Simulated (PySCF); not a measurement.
Job for PySCF: R-HF/3-21G on GeH6Se (a complex), monomers drawn apart or pushed together.

```python
from pyscf import gto, scf, dft, mp
from pyscf.data.elements import chemcore

mol = gto.M(
    atom='''
    Ge    0.11057783    0.05083799   -0.08422467
    H    -1.40387662    0.02942135    0.15658022
    H     0.39073553    0.12046956   -1.59506055
    H     0.74358985   -1.22941606    0.48266219
    H     0.73231329    1.27433504    0.60332693
    Se   -0.07916195   -0.64465257    3.40590544
    H    -0.28193461    0.36610587    4.45506798
    H     1.27995339   -0.15040496    3.14353930
    ''',
    basis='3-21g',
    charge=0, spin=0, verbose=3, max_memory=1800)
mf = scf.RHF(mol)
mf.conv_tol = 1e-8
mf.max_cycle = 100
mf.kernel()
if not mf.converged:
    mf = mf.newton().run(mf.mo_coeff, mf.mo_occ)
```

What total energy does the run end on?

-4457.2298 hartree.
